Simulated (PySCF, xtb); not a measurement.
F5Si2, SMILES F[Si]([Si](F)F)(F)F, multiplicity 2. The values are those of a single conformer.

Harmonic wavenumbers (cm⁻¹) from xtb 6.7.1 with GFN2-xTB at its own minimum, in rising order: 30, 98, 106, 155, 173, 223, 230, 267, 282, 508, 804, 828, 878, 907, 920.

**Question.** What does PBE-D3(BJ)/def2-SVP run with PySCF give at its own minimum? (An estimate is asked for; the answer gives what the named calculation found.)

**Answer.** 26, 75, 88, 177, 180, 270, 286, 301, 321, 456, 795, 845, 903, 947, 949. Paired by order, the mean absolute difference is 28 cm⁻¹ and the zero-point energies are 9.2 and 9.5 kcal/mol.
